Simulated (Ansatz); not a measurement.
System: sum formula TaOF2, net charge 0, doublet state. The spin state was set by rule; other spins were not relaxed. 
Geometry from a B3LYP-D3(BJ)/def2-TZVP (Ansatz, a quantum-chemistry and plane-wave program) optimisation:
```xyz
4

Ta     0.0002    -0.0001     0.0000
O      1.5898    -0.5544    -0.3523
F     -0.6091    -0.4706     1.7282
F     -0.8054     0.9639    -1.4147
```
Charge 0, spin multiplicity 2.

Wanted: atomisation energy (electronic, to ground-state atoms), in kcal/mol. Cores are frozen in the correlated levels unless marked. UHF or UKS for open shells. No spin-orbit coupling. The frozen core is the preceding noble-gas configuration, with the filled d and f shells of earlier blocks. In def2 rows, elements after Kr have scalar-relativistic effective core potentials. The coupled-cluster limit lacks core correlation, which all-electron functionals hold. CBS(X,Y): correlation extrapolated as X^-3; Hartree-Fock from the larger set. [CCSD(T)-MP2]/basis is that difference in the basis named.

```json
[
 {"level": "BLYP/def2-TZVPD", "program": "Ansatz", "atomisation energy (kcal/mol)": "(withheld)"},
 {"level": "r2SCAN/def2-TZVPD", "program": "Ansatz", "atomisation energy (kcal/mol)": "(withheld)"},
 {"level": "PBE0/def2-TZVP", "program": "Ansatz", "atomisation energy (kcal/mol)": "471.8"},
 {"level": "HSE06-D3(BJ)/def2-TZVPD", "program": "Ansatz + dftd3", "atomisation energy (kcal/mol)": "473.4"},
 {"level": "LC-wPBE-D3(BJ)/def2-TZVPD", "program": "Ansatz + dftd3", "atomisation energy (kcal/mol)": "487.3"},
 {"level": "SCS-MP2/def2-TZVPP", "program": "Ansatz", "atomisation energy (kcal/mol)": "491.4"},
 {"level": "RI-MP2/CBS(def2-TZVPP,def2-QZVPP)+[CCSD(T)-MP2]/def2-TZVPP", "program": "Ansatz", "atomisation energy (kcal/mol)": "(withheld)"}
]
```

Q: What belongs in the gaps?

A: 
- BLYP/def2-TZVPD, atomisation energy (kcal/mol): 490.3
- r2SCAN/def2-TZVPD, atomisation energy (kcal/mol): 489.3
- RI-MP2/CBS(def2-TZVPP,def2-QZVPP)+[CCSD(T)-MP2]/def2-TZVPP, atomisation energy (kcal/mol): 483.7
